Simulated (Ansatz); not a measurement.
Relaxation of AlH₂Li₂N (6 atoms, charge 0, multiplicity 1), to a largest force component of 0.02 eV/Å in at most 50 steps.

These are results of Ansatz 0.2.0, UKS BHLYP-D4/def2-SVP, not measurements.

```xyz
6
Properties=species:S:1:pos:R:3:forces:R:3
Li -2.493 -1.550 -0.288 -0.48 -0.24 -0.07
Al -0.069 -0.827 0.106 0.04 0.54 -0.06
Li 2.225 -1.792 0.702 0.44 -0.29 0.13
N 0.081 0.989 -0.120 0.05 0.61 -0.09
H -0.027 1.707 0.590 0.01 -0.34 -0.09
H 0.283 1.473 -0.990 -0.06 -0.29 0.18
```

Q: Where does it end, and by what steps?

A: The run converged. After 11 steps the energy has fallen by 0.709 eV; H6 moved furthest, 1.06 Å.

```json
{"step": "0", "energy less start (eV)": "0.0000", "largest force component (eV/Å)": "0.614", "accepted": "yes"}
{"step": "1", "energy less start (eV)": "-0.1427", "largest force component (eV/Å)": "0.318", "accepted": "yes"}
{"step": "2", "energy less start (eV)": "-0.1967", "largest force component (eV/Å)": "0.727", "accepted": "yes"}
{"step": "3", "energy less start (eV)": "-0.2964", "largest force component (eV/Å)": "0.974", "accepted": "yes"}
{"step": "4", "energy less start (eV)": "-0.4070", "largest force component (eV/Å)": "0.917", "accepted": "yes"}
{"step": "5", "energy less start (eV)": "-0.5364", "largest force component (eV/Å)": "0.753", "accepted": "yes"}
{"step": "6", "energy less start (eV)": "-0.6462", "largest force component (eV/Å)": "0.403", "accepted": "yes"}
{"step": "7", "energy less start (eV)": "-0.7029", "largest force component (eV/Å)": "0.118", "accepted": "yes"}
{"step": "8", "energy less start (eV)": "-0.7082", "largest force component (eV/Å)": "0.036", "accepted": "yes"}
{"step": "9", "energy less start (eV)": "-0.7074", "largest force component (eV/Å)": "0.055", "accepted": "no"}
{"step": "10", "energy less start (eV)": "-0.7091", "largest force component (eV/Å)": "0.089", "accepted": "yes"}
{"step": "11", "energy less start (eV)": "-0.7095", "largest force component (eV/Å)": "0.002", "accepted": "yes"}
```

```xyz
6
Properties=species:S:1:pos:R:3
Li -2.457 -1.768 -0.646
Al -0.056 -0.703 0.089
Li 2.164 -1.914 1.112
N 0.086 1.078 -0.136
H 0.901 1.629 0.082
H -0.637 1.678 -0.501
```

Time of the run: 59 s on 2 threads of Arm Neoverse N1 (shared host), peak memory 0.17 GiB.
